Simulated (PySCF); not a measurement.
Si(H)2(Me)(SH) (CH6SSi), SMILES C[SiH2]S. Geometry: PBE0-D3(BJ)/def2-SVP. Other conformers were not sampled.

All values below come from PBE0-D3(BJ)/def2-SVP in PySCF 2.14.0.

Harmonic wavenumbers (cm⁻¹): 163, 172, 211, 463, 501, 597, 691, 731, 817, 884, 908, 935, 1262, 1425, 1429, 2220, 2245, 2711, 3057, 3162, 3174. Rotational constants (GHz): 15.34, 3.602, 3.132; symmetry number 1.

Question: Work out the zero-point energy and the ideal-gas rigid-rotor harmonic-oscillator thermochemistry at 298.15 K and 1 atm.

Answer: ZPE = ½ Σ hcν = ½ × 27756 cm⁻¹ = 39.68 kcal/mol. H − E(el) = 43.86 kcal/mol. Entropy in cal/(mol K): translation 38.99, rotation 25.03, vibration 10.09, total 74.11. G − E(el) = 21.76 kcal/mol. Cp = 21.24 cal/(mol K).
